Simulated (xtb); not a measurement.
CH3O3Re, charge +1, doublet, geometry from GFN2-xTB (such geometries of metal compounds can be far from the true shape) (the multiplicity is a formal guess); xtb 6.7.1 with GFN2-xTB.

Input for xtb:
```
$ xtb mol.xyz --gfn 2 --chrg 1 --uhf 1 --acc 30 --json

# file mol.xyz
8

Re     0.07938238    -0.14663100    -0.07168845
O      1.17909921     0.76306459    -0.90101956
O      0.46924586    -0.75273874     1.41335469
O     -1.31359837    -0.62865252    -0.81463739
C     -0.91209145     1.68476783     0.82368939
H     -0.14825791     2.21336236     1.40417249
H     -1.73074803     1.32983015     1.45901225
H     -1.28009733     2.29213854    -0.01026923
```

The log (banner, timings and long lists left out):

```
   ID    Z sym.   atoms
    1   75 Re     1
    2    8 O      2-4
    3    6 C      5
    4    1 H      6-8

           -------------------------------------------------
          |                Calculation Setup                |
           -------------------------------------------------

           -------------------------------------------------
          |                 G F N 2 - x T B                 |
           -------------------------------------------------

          ...................................................
          :                      SETUP                      :
          :.................................................:
          :  # basis functions                  29          :
          :  # atomic orbitals                  28          :
          :  # shells                           14          :
          :  # electrons                        31          :
          :  max. iterations                   250          :
          :  Hamiltonian                  GFN2-xTB          :
          :  restarted?                      false          :
          :  GBSA solvation                  false          :
          :  PC potential                    false          :
          :  electronic temp.          300.0000000     K    :
          :  accuracy                   30.0000000          :
          :  -> integral cutoff          0.2000000E+02      :
          :  -> integral neglect         0.3000000E-06      :
          :  -> SCF convergence          0.3000000E-04 Eh   :
          :  -> wf. convergence          0.3000000E-02 e    :
          :  Broyden damping             0.4000000          :
          :  net charge                          1          :
          :  unpaired electrons                  1          :
          ...................................................

 iter      E             dE          RMSdq      gap      omega  full diag
   1    -18.3360832 -0.183361E+02  0.928E+00    2.44       0.0  T
   2    -18.0333072  0.302776E+00  0.138E+01    3.62       1.0  T
   3    -18.5728415 -0.539534E+00  0.324E+00    3.42       1.0  T
   4    -18.5209288  0.519128E-01  0.303E+00    3.27       1.0  T
   5    -18.5492801 -0.283513E-01  0.269E+00    3.17       1.0  T
   6    -18.5729088 -0.236287E-01  0.116E+00    3.27       1.0  T
   7    -18.5817016 -0.879276E-02  0.683E-01    3.33       1.0  T
   8    -18.5774693  0.423229E-02  0.259E+00    3.35       1.0  T
   9    -18.5815255 -0.405628E-02  0.195E+00    3.34       1.0  T
  10    -18.5701666  0.113589E-01  0.332E+00    3.37       1.0  T
  11    -18.5857941 -0.156275E-01  0.633E-01    3.34       1.0  T
  12    -18.5857724  0.216629E-04  0.601E-01    3.34       1.0  T
  13    -18.5863303 -0.557904E-03  0.210E-01    3.33       1.0  T
  14    -18.5863939 -0.636067E-04  0.426E-02    3.33       1.0  T
  15    -18.5863946 -0.736700E-06  0.224E-02    3.33       1.6  T
  16    -18.5863946  0.213019E-08  0.887E-03    3.33       4.0  T

   *** convergence criteria satisfied after 16 iterations ***

         :::::::::::::::::::::::::::::::::::::::::::::::::::::
         ::                     SUMMARY                     ::
         :::::::::::::::::::::::::::::::::::::::::::::::::::::
         :: total energy             -18.466635820159 Eh    ::
         :: gradient norm              0.000077366824 Eh/a0 ::
         :: HOMO-LUMO gap              3.326527752351 eV    ::
         ::.................................................::
         :: SCC energy               -18.586392439206 Eh    ::
         :: -> isotropic ES            0.151878076109 Eh    ::
         :: -> anisotropic ES         -0.015482694180 Eh    ::
         :: -> anisotropic XC          0.000407518805 Eh    ::
         :: -> dispersion             -0.004139217563 Eh    ::
         :: repulsion energy           0.119756619047 Eh    ::
         :: add. restraining           0.000000000000 Eh    ::
         :: total charge               1.000000000000 e     ::
[...]
        12        2.0000           -0.7385022             -20.0957
        13        1.9801           -0.7292194             -19.8431
        14        1.9801           -0.7292193             -19.8431
        15        1.8116           -0.7269042             -19.7801
        16        1.2282           -0.7243594             -19.7108 (HOMO)
        17                         -0.6021117             -16.3843 (LUMO)
        18                         -0.6021115             -16.3843
        19                         -0.5484985             -14.9254
        20                         -0.4586128             -12.4795
        21                         -0.4586127             -12.4795
        22                         -0.1228206              -3.3421
        23                         -0.0316688              -0.8618
        24                         -0.0316688              -0.8618
        25                          0.2319831               6.3126
        26                          0.4889964              13.3063
        27                          0.4889964              13.3063
        28                          0.6397260              17.4078
      -------------------------------------------------------------
                  HL-Gap            0.1222476 Eh            3.3265 eV
             Fermi-level           -0.6943762 Eh          -18.8949 eV

     #   Z          covCN         q      C6AA      α(0)
     1  75 Re       3.110     1.005   398.767    49.260
     2   8 O        0.771    -0.171    17.623     5.626
     3   8 O        0.771    -0.171    17.623     5.626
     4   8 O        0.771    -0.171    17.623     5.626
     5   6 C        3.568    -0.112    23.544     7.063
     6   1 H        0.924     0.206     1.068     1.616
     7   1 H        0.924     0.206     1.068     1.616
     8   1 H        0.924     0.206     1.068     1.616

 Mol. C6AA /au·bohr⁶  :       1567.880462
 Mol. C8AA /au·bohr⁸  :     109476.832151
 Mol. α(0) /au        :         78.051510

Wiberg/Mayer (AO) data.
largest (>0.10) Wiberg bond orders for each atom

 ---------------------------------------------------------------------------
     #   Z sym  total        # sym  WBO       # sym  WBO       # sym  WBO
 ---------------------------------------------------------------------------
     1  75 Re   7.013 --     4 O    2.011     3 O    2.011     2 O    2.011
                             5 C    0.883
     2   8 O    2.431 --     1 Re   2.011     3 O    0.190     4 O    0.190
     3   8 O    2.431 --     1 Re   2.011     2 O    0.190     4 O    0.190
     4   8 O    2.431 --     1 Re   2.011     2 O    0.190     3 O    0.190
     5   6 C    3.705 --     7 H    0.908     8 H    0.908     6 H    0.908
                             1 Re   0.883
     6   1 H    0.947 --     5 C    0.908
     7   1 H    0.947 --     5 C    0.908
     8   1 H    0.947 --     5 C    0.908
 ---------------------------------------------------------------------------

Topologies differ in total number of bonds
Writing topology from bond orders to xtbtopo.mol

molecular dipole:
                 x           y           z       tot (Debye)
 q only:       -0.995       1.838       0.899
   full:       -0.627       1.159       0.567       3.646
molecular quadrupole (traceless):
                xx          xy          yy          xz          yz          zz
 q only:       -2.629      -6.540       5.911      -3.197       5.906      -3.282
  q+dip:       -2.388      -5.940       5.368      -2.904       5.364      -2.981
   full:       -2.543      -6.326       5.717      -3.093       5.713      -3.174

           -------------------------------------------------
          | TOTAL ENERGY              -18.466635820159 Eh   |
          | GRADIENT NORM               0.000077366824 Eh/α |
          | HOMO-LUMO GAP               3.326527752351 eV   |
           -------------------------------------------------

normal termination of xtb
```
